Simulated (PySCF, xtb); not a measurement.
BFH4Si, SMILES FB[SiH3].

Harmonic wavenumbers (cm⁻¹) from GFN2-xTB (xtb) at its own minimum, in rising order: 45, 250, 391, 494, 654, 678, 803, 812, 817, 1075, 1278, 2213, 2220, 2244, 2562.

Q: What does B3LYP-D3(BJ)/def2-TZVP (PySCF) give at its own minimum? (An estimate is asked for; the answer gives what the named calculation found.)

A: 56, 242, 438, 496, 676, 823, 899, 944, 952, 1113, 1301, 2206, 2207, 2227, 2575. Paired by order, the mean absolute difference is 47 cm⁻¹ and the zero-point energies are 23.6 and 24.5 kcal/mol.
